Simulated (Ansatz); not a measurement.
**What each rung costs, and what it gives**

Saddle point of BSiH6ClO2, singlet (BSiH₅O₂ ([OH][B]([OH])[SiH3]) + HCl → BH₂ClO₂ ([OH][B]([OH])[Cl]) + SiH₄; bonds formed: B1–Cl6, Si2–H5; bonds broken: B1–Si2, H5–Cl6), PBE0-D4/def2-TZVP structure:

```xyz
11
angstrom
B -0.6851 0.3047 -0.0796
Si 1.2458 -0.7896 -0.2615
O -0.8945 0.8399 -1.3043
O -1.6446 -0.3453 0.6343
H 0.5289 0.6564 0.5383
Cl 0.0939 1.9658 1.4579
H 2.3234 -0.0554 -0.9597
H 1.7145 -1.3918 1.0085
H 0.6154 -1.8092 -1.1343
H -1.8261 1.0104 -1.4777
H -1.4714 -0.3859 1.5781
```

Barriers are electronic and count from the start structure reached by relaxing down the imaginary mode.

Computed with Ansatz 0.2.0 (basis: as named in each row); correlated methods freeze the cores. B3LYP uses VWN-RPA correlation. Extrapolation: Hartree–Fock as exp(−7.88 √X), correlation as X^−2.97.

Times are rough, for one single point on 8 threads of a shared host (Intel Xeon Platinum 8488C).

The estimate by CCSD(T) at an estimated basis limit (MP2 extrapolated from triple and quadruple zeta, plus CCSD(T) − MP2 in triple zeta) is 34.54 kcal/mol.

```
      method       basis  time (s)  barrier (kcal/mol)  method less estimate
          HF      STO-3G   under 1               64.20                 29.66
      PBE-D4      STO-3G   under 1               35.62                  1.08
       SPW92    def2-SVP   under 1               19.12                -15.42
      PBE-D4    def2-SVP   under 1               23.80                -10.74
    B3LYP-D4       6-31G   under 1               34.28                 -0.26
     PBE0-D4    def2-SVP   under 1               28.67                 -5.87
       SPW92  def2-TZVPP         1               20.82                -13.72
      PBE-D4  def2-TZVPP         1               25.02                 -9.52
     BLYP-D4  def2-TZVPP         1               28.18                 -6.36
    B3LYP-D4  def2-TZVPP         2               31.70                 -2.85
    BHLYP-D4  def2-TZVPP         2               36.97                  2.42
     wB97M-V    def2-SVP         2               32.65                 -1.89
   r2SCAN-D4  def2-TZVPP         2               26.41                 -8.13
     PBE0-D4  def2-TZVPP         2               29.43                 -5.11
CAM-B3LYP-D4  def2-TZVPP         2               35.26                  0.71
  r2SCAN0-D4  def2-TZVPP         3               30.02                 -4.52
     CCSD(T)    def2-SVP         3               38.28                  3.73
  RPA on PBE  def2-TZVPP         4               35.95                  1.41
      B2PLYP  def2-TZVPP         4               34.12                 -0.42
    PBE-QIDH  def2-TZVPP         4               33.16                 -1.39
      B97M-V  def2-TZVPP         4               30.24                 -4.31
     wB97X-V  def2-TZVPP         4               35.46                  0.91
     wB97M-V  def2-TZVPP         5               33.77                 -0.77
         MP2  def2-QZVPP        15               32.84                 -1.70
     CCSD(T)  def2-TZVPP        73               35.92                  1.38
```

All methods are single points on the PBE0-D4 structures.

T1 diagnostic: at most 0.014.

Labels in which every atom is bracketed show which atoms are joined, not bond orders.
